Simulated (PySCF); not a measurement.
C8H10S.
SMILES with atom numbers: `[CH3:1][S:2][C:3]1=[CH:4][C@H:5]2[CH:6]=[CH:7][C@@H:8]1[CH2:9]2` (hydrogens: H10, H11, H12 on C1; H13 on C4; H14 on C5; H15 on C6; H16 on C7; H17 on C8; H18, H19 on C9)

Theory: PBE0-D3(BJ)/def2-SVP geometry optimisation, gas phase (PySCF 2.14.0).

(1) Give the optimised bond lengths and angles.

Results:

(1) 
```json
{"bond": "C1–S2", "length (pm)": "180.0", "order": "single"}
{"bond": "S2–C3", "length (pm)": "173.2", "order": "single"}
{"bond": "C3=C4", "length (pm)": "134.5", "order": "double"}
{"bond": "C4–C5", "length (pm)": "153.5", "order": "single"}
{"bond": "C5–C6", "length (pm)": "153.5", "order": "single"}
{"bond": "C6=C7", "length (pm)": "133.7", "order": "double"}
{"bond": "C7–C8", "length (pm)": "153.2", "order": "single"}
{"bond": "C8–C9", "length (pm)": "154.5", "order": "single"}
{"bond": "C3–C8", "length (pm)": "153.9", "order": "single"}
{"bond": "C5–C9", "length (pm)": "154.6", "order": "single"}
{"bond": "C1–H10, C1–H11, C1–H12", "length (pm)": "109.9", "order": "single"}
{"bond": "C4–H13", "length (pm)": "108.9", "order": "single"}
{"bond": "C5–H14", "length (pm)": "109.8", "order": "single"}
{"bond": "C6–H15", "length (pm)": "109.1", "order": "single"}
{"bond": "C7–H16", "length (pm)": "109.0", "order": "single"}
{"bond": "C8–H17", "length (pm)": "109.8", "order": "single"}
{"bond": "C9–H18", "length (pm)": "110.0", "order": "single"}
{"bond": "C9–H19", "length (pm)": "110.0", "order": "single"}
```

Bonds in one row agree within 1 pm and their mean is given. Orders are formal, as drawn. A selection of angles:
```json
{"angle": "S2–C1–H10", "degrees": "110.7"}
{"angle": "S2–C1–H12", "degrees": "107.1"}
{"angle": "H10–C1–H11", "degrees": "109.7"}
{"angle": "C1–S2–C3", "degrees": "101.0"}
{"angle": "S2–C3–C4", "degrees": "133.0"}
{"angle": "S2–C3–C8", "degrees": "119.7"}
{"angle": "C4–C3–C8", "degrees": "107.2"}
{"angle": "C3–C4–C5", "degrees": "106.2"}
{"angle": "C3–C4–H13", "degrees": "128.6"}
{"angle": "C5–C4–H13", "degrees": "125.0"}
{"angle": "C4–C5–C6", "degrees": "107.4"}
{"angle": "C4–C5–C9", "degrees": "98.8"}
{"angle": "C4–C5–H14", "degrees": "115.6"}
{"angle": "C6–C5–C9", "degrees": "98.7"}
{"angle": "C6–C5–H14", "degrees": "116.0"}
{"angle": "C9–C5–H14", "degrees": "117.7"}
{"angle": "C5–C6–C7", "degrees": "107.0"}
{"angle": "C5–C6–H15", "degrees": "125.0"}
{"angle": "C7–C6–H15", "degrees": "127.9"}
{"angle": "C6–C7–C8", "degrees": "106.8"}
{"angle": "C6–C7–H16", "degrees": "128.3"}
{"angle": "C8–C7–H16", "degrees": "124.8"}
{"angle": "C7–C8–C9", "degrees": "99.0"}
{"angle": "C7–C8–H17", "degrees": "116.5"}
{"angle": "C9–C8–H17", "degrees": "118.2"}
{"angle": "C3–C8–C7", "degrees": "106.9"}
{"angle": "C3–C8–C9", "degrees": "98.3"}
{"angle": "C3–C8–H17", "degrees": "115.3"}
{"angle": "C8–C9–H18", "degrees": "113.3"}
{"angle": "C8–C9–H19", "degrees": "112.8"}
{"angle": "C5–C9–C8", "degrees": "92.2"}
{"angle": "C5–C9–H18", "degrees": "113.2"}
{"angle": "C5–C9–H19", "degrees": "113.5"}
{"angle": "H18–C9–H19", "degrees": "110.8"}
```

Dihedral angles: C1–S2–C3–C4 2° (synperiplanar); S2–C3–C4–C5 176° (antiperiplanar); C3–C4–C5–C6 -66° (synclinal); C4–C5–C6–C7 66° (synclinal); C5–C6–C7–C8 0° (synperiplanar); C6–C7–C8–C9 36° (synclinal); C7–C8–C9–C5 -54° (synclinal); S2–C3–C8–C7 -111° (anticlinal); C4–C5–C9–C8 -55° (synclinal).

The 5-membered ring C5–C6–C7–C8–C9 has internal angles of 92.2° to 107.0° (sum 504°, against 540° for a flat polygon); it is puckered, 0.27 Å rms from its mean plane, widest ring torsion 54°. Of the pairs four or more bonds apart, C1···H13 is among the closest relative to their van der Waals radii: 2.85 Å, 98 % of the sum of Bondi's values. The 5-membered ring C3–C4–C5–C9–C8 has internal angles of 92.2° to 107.2°; it is puckered, 0.27 Å rms from its mean plane, widest ring torsion 55°. The C–S distances run from 1.732 Å (S2–C3, drawn single) to 1.800 Å (C1–S2, drawn single), a spread of 0.068 Å. The 8 C–C bonds span 1.337 Å (C6=C7, drawn double) to 1.546 Å (C5–C9, drawn single), a spread of 0.209 Å.

Point group: C1 (no symmetry element, even within 0.4 Å). Not checked by PBE0-D3(BJ)/def2-SVP frequencies. The numbers are those of one conformer.

The run took 63 s on Arm Neoverse V2, one thread, shared host with 96 logical CPUs at a one-minute load of 30, and the process peaked at 0.83 GiB of memory. This is the geometry optimisation.
